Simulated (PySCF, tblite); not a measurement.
Isomers of C7H12P2. Level: GFN2-xTB in tblite, geometry and Hessian alike; calculated harmonic values, unscaled, isolated species. The method is semi-empirical: single wavenumbers can be off by several per cent or more. Modes of hydrogen on phosphorus can be 10 to 20 % off. One conformer each.

Electronic energies: PBE0/pcSseg-1 single points on the GFN2-xTB geometries (PySCF, gas phase).

| SMILES | electronic energy, lowest = 0 (kcal/mol) |
| --- | --- |
| C=C/P=P/C1CCCC1 | 12.5 |
| C#CCP(C=C)CCP | 62.7 |
| C#CC/P=P/C(C)(C)C | 46.0 |
| Cc1cccp1P(C)C | 0.0 |
| CP(C)P1C=CCC=C1 | 9.2 |

Q: How do GFN2-xTB zero-point energies change the relative energies?

A: 
```json
{"SMILES": "Cc1cccp1P(C)C", "ZPE (kcal/mol)": "104.8", "of it from modes above 1550 cm⁻¹": "54.2", "electronic (kcal/mol)": "0.0", "with ZPE, lowest = 0 (kcal/mol)": "0.0", "lowest mode (cm⁻¹)": "37", "rings": "1"}
{"SMILES": "CP(C)P1C=CCC=C1", "ZPE (kcal/mol)": "104.9", "of it from modes above 1550 cm⁻¹": "56.3", "electronic (kcal/mol)": "9.2", "with ZPE, lowest = 0 (kcal/mol)": "9.3", "lowest mode (cm⁻¹)": "36", "rings": "1"}
{"SMILES": "C=C/P=P/C1CCCC1", "ZPE (kcal/mol)": "108.3", "of it from modes above 1550 cm⁻¹": "53.8", "electronic (kcal/mol)": "12.5", "with ZPE, lowest = 0 (kcal/mol)": "16.0", "lowest mode (cm⁻¹)": "9", "rings": "1"}
{"SMILES": "C#CC/P=P/C(C)(C)C", "ZPE (kcal/mol)": "105.4", "of it from modes above 1550 cm⁻¹": "55.2", "electronic (kcal/mol)": "46.0", "with ZPE, lowest = 0 (kcal/mol)": "46.6", "lowest mode (cm⁻¹)": "18", "rings": "0"}
{"SMILES": "C#CCP(C=C)CCP", "ZPE (kcal/mol)": "100.5", "of it from modes above 1550 cm⁻¹": "55.4", "electronic (kcal/mol)": "62.7", "with ZPE, lowest = 0 (kcal/mol)": "58.5", "lowest mode (cm⁻¹)": "31", "rings": "0"}
```

The zero-point energies span 7.8 kcal/mol, from `C#CCP(C=C)CCP` to `C=C/P=P/C1CCCC1`. The order is unchanged.

Q: And how do the electronic energies of GFN2-xTB itself compare?

A: `Cc1cccp1P(C)C` 0.0; `CP(C)P1C=CCC=C1` 9.7; `C=C/P=P/C1CCCC1` 5.7; `C#CC/P=P/C(C)(C)C` 34.4; `C#CCP(C=C)CCP` 61.5 kcal/mol, lowest = 0. Against the energies above, taken from the same isomer `Cc1cccp1P(C)C`, the largest difference is 11.6 kcal/mol.

Q: What do entropy and thermal enthalpy add at 298.15 K and 1 bar (rigid rotor, harmonic oscillator, one conformer each)?

A: 
```
         SMILES  point group  symmetry number  S (cal/(mol K))  H − H(0) (kcal/mol)  ZPE + H − H(0) − TS (kcal/mol)
  Cc1cccp1P(C)C           C1                1            108.3                 8.13                            80.6
CP(C)P1C=CCC=C1           Cs                1            106.6                 7.86                            81.0
  C#CCP(C=C)CCP           C1                1            114.5                 8.63                            75.0
```

Not tabulated: `C=C/P=P/C1CCCC1` (lowest mode only 9 cm⁻¹); `C#CC/P=P/C(C)(C)C` (lowest mode only 18 cm⁻¹).
